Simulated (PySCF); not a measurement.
## Nuclear quadrupole coupling in cyclo-(H2SiO)3

Cyclo-(H2SiO)3.
Cartesian coordinates in Å at the PBE0-D3(BJ)/def2-SVP level; atoms count from 1:
```xyz
12
H6O3Si3 angstrom
Si    -1.127    1.324   -0.167
H     -1.071    2.306   -1.280
H     -2.252    1.616    0.758
O      0.305    1.355    0.677
Si     1.503    0.223    0.903
H      1.669   -0.036    2.356
H      2.768    0.707    0.291
O      1.018   -1.172    0.139
Si    -0.348   -1.569   -0.721
H      0.034   -1.977   -2.097
H     -1.081   -2.653   -0.018
O     -1.301   -0.208   -0.790
```

Field gradients from the PBE0/pcSseg-1 density (PySCF, non-relativistic), principal values in atomic units, ordered |Vxx| ≤ |Vyy| ≤ |Vzz|:

```csv
atom,Vxx,Vyy,Vzz
O4,-0.3183,-0.7169,1.0352
O8,-0.3194,-0.7163,1.0357
O12,-0.3209,-0.7156,1.0365
```

Find the asymmetry η = (Vxx − Vyy)/Vzz and the couplings χ = eQV/h (234.96 MHz × Q in barn × V in au), with Q(17O) = −0.0256 b.

```tsv
atom	environment	nucleus	η	χzz (MHz)	χxx (MHz)	χyy (MHz)
O4	oxygen bonded to 2 Si	17O	0.39	-6.23	1.91	4.31
O8	oxygen bonded to 2 Si	17O	0.38	-6.23	1.92	4.31
O12	oxygen bonded to 2 Si	17O	0.38	-6.23	1.93	4.30
```

The tensor is traceless: Vxx + Vyy + Vzz = 0.

What is Vzz at O12 in SI units (1 au = 9.71736 × 10²¹ V/m²)?

1.0365 au = 10.072 × 10²¹ V/m².

And the gradient at the other heavy atoms, for which no coupling is worked out here?

```json
{"atom": "Si1", "environment": "silicon bonded to 2 O and 2 H", "Vzz (au)": "0.628", "η": "0.80"}
{"atom": "Si5", "environment": "silicon bonded to 2 O and 2 H", "Vzz (au)": "0.628", "η": "0.80"}
{"atom": "Si9", "environment": "silicon bonded to 2 O and 2 H", "Vzz (au)": "0.629", "η": "0.80"}
```

The structure is a single PBE0-D3(BJ)/def2-SVP conformer in the gas phase; no vibrational or solvent corrections. The basis is small and wasn't made for field gradients, so the couplings can be 20 % off.
